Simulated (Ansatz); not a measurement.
Start from `[CH3][GeH2][CH]=O` and change one atom or group to get `O=[CH][GeH3]`.

Ansatz, PBE0-D4/def2-TZVP geometries, multiplicity 1. Each molecule was computed in one conformer, which needn't be the lowest.

Scalar relativity is left out up to krypton.

| property | `[CH3][GeH2][CH]=O` |
| --- | --- |
| HOMO–LUMO gap (PBE0/def2-TZVPP) / eV | 5.55 |
| HOMO–LUMO gap (B3LYP/def2-TZVPP) / eV | 5.08 |
| HOMO energy (PBE/def2-TZVPP) / eV | -5.49 |
| HOMO–LUMO gap (PBE/def2-TZVPP) / eV | 2.97 |
| LUMO energy (PBE/def2-TZVPP) / eV | -2.52 |
| HOMO energy (PBE0/def2-TZVPP) / eV | -6.88 |

**Question.** Give the same properties after the change, and the shifts. (Best estimate.)

**Answer.** Computed: 
| property | `O=[CH][GeH3]` | shift |
| --- | --- | --- |
| HOMO–LUMO gap (PBE0/def2-TZVPP) / eV | 5.59 | 0.04 |
| HOMO–LUMO gap (B3LYP/def2-TZVPP) / eV | 5.12 | 0.04 |
| HOMO energy (PBE/def2-TZVPP) / eV | -5.70 | -0.21 |
| HOMO–LUMO gap (PBE/def2-TZVPP) / eV | 3.01 | 0.04 |
| LUMO energy (PBE/def2-TZVPP) / eV | -2.69 | -0.17 |
| HOMO energy (PBE0/def2-TZVPP) / eV | -7.09 | -0.21 |

B3LYP here is the variant with VWN-RPA as its local correlation; programs differ in this.
